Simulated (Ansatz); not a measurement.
Stepwise reaction of `C#[C][Sn]([Cl])([Cl])[C]#C` with hydrogen chloride, as a gas-phase model of exchange steps in deposition or etching. ΔE in kJ/mol.

Program: Ansatz. Geometries: PBE0-D4/def2-TZVP. ΔE: electronic, gas phase. CCSD(T)/CBS is the MP2 limit (def2-TZVPP, def2-QZVPP) plus CCSD(T) − MP2 in def2-TZVPP, frozen cores. This one scheme is used for every species. Functionals use def2-TZVPP. B3LYP here is the variant with VWN-RPA as its local correlation; programs differ in this. def2 core potentials past Kr. For Sn outer-core shells are correlated without core-valence functions, which leaves a few kJ/mol of doubt a bond.

```
step                                                                  reaction  PBE-D4  B3LYP-D4  ωB97M-V  CCSD(T)/CBS
   1  `C#[C][Sn]([Cl])([Cl])[C]#C` + HCl → `C#[C][Sn]([Cl])([Cl])[Cl]` + `C#C`   -72.9     -75.3    -71.7        -67.5
   2    `C#[C][Sn]([Cl])([Cl])[Cl]` + HCl → `[Cl][Sn]([Cl])([Cl])[Cl]` + `C#C`   -71.7     -73.9    -69.6        -65.3
```

**Question.** By hand: ΔE of the 2 steps together at CCSD(T)/CBS.

**Answer.** (-67.5) + (-65.3) = -132.8 kJ/mol, or -66.4 kJ/mol a step.

In ΔE the steps differ by no more than 2.2 kJ/mol. All are downhill at CCSD(T)/CBS. PBE-D4 differs from CCSD(T)/CBS by -6.4 to -5.4 kJ/mol a step. Only this route is followed, and other bonds may react first. Isolated molecules leave out the surface, adducts and barriers. Largest T1 diagnostic: 0.013.
